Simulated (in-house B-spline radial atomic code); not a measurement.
Radial electron density of the iodine ion I⁺, [Kr] 4d10 5s1 5p4 6f1. Computed with a B-spline radial code for spherical atoms: scalar-relativistic (X2C) PBEsol, spin-polarised, spherical fractional occupations, Fermi nucleus of rms radius 4.75 fm.

One-electron X2C: radii and densities carry no picture-change correction, so inner-shell <1/r> comes out high (for 1s by about 2 % at Z = 33, 5 % at 54, 10 % at 75, 30 % at 118) and <r> low.

Columns: r (bohr), 4πr²n(r) (electrons per bohr), bar.

```
0.000812    2.068 #
 0.00105      3.1 ##
 0.00135    4.578 ##
 0.00175    6.789 ###
 0.00225    9.839 #####
 0.00291    14.18 #######
 0.00376    20.04 ##########
 0.00485    27.58 ##############
 0.00626    36.82 ##################
 0.00809    47.28 #######################
  0.0104    57.43 ############################
  0.0135    65.79 #################################
  0.0174     69.5 ##################################
  0.0225    67.69 ##################################
   0.029    62.43 ###############################
  0.0374    59.48 #############################
  0.0483    65.17 ################################
  0.0624    78.86 #######################################
  0.0805    88.78 ############################################
   0.104    82.82 #########################################
   0.134     67.5 #################################
   0.173    63.95 ################################
   0.224    73.54 ####################################
   0.289     68.1 ##################################
   0.373    41.61 #####################
   0.481    24.68 ############
   0.621    27.11 #############
   0.802    26.32 #############
    1.04    15.65 ########
    1.34    7.349 ####
    1.73    4.373 ##
    2.23    2.871 #
    2.88    1.277 #
    3.71   0.3174 
    4.79  0.03761 
    6.19  0.01433 
    7.99  0.04043 
    10.3  0.02265 
    13.3 0.001464 
    17.2  0.06686 
    22.2  0.07251 
    28.6 0.009171 
      37 0.0001809 
    47.7 5.734e-07 
    61.6 3.043e-10
```

On this grid the curve has 6 maxima, near 0.0174, 0.0805, 0.224, 0.621, 7.99, 22.2 bohr.

The 5p down radial function P(r) = rR(r), positive near the nucleus:

| r (bohr) | P |
| --- | --- |
| 0.00135 | 0.0008814 |
| 0.00225 | 0.00206 |
| 0.00376 | 0.004894 |
| 0.00626 | 0.0115 |
| 0.0104 | 0.02621 |
| 0.0174 | 0.05674 |
| 0.029 | 0.108 |
| 0.0483 | 0.162 |
| 0.0805 | 0.1385 |
| 0.134 | -0.05775 |
| 0.224 | -0.2474 |
| 0.373 | 0.03081 |
| 0.621 | 0.3823 |
| 1.04 | -0.1388 |
| 1.73 | -0.7492 |
| 2.88 | -0.5293 |
| 4.79 | -0.1071 |
| 7.99 | -0.003874 |
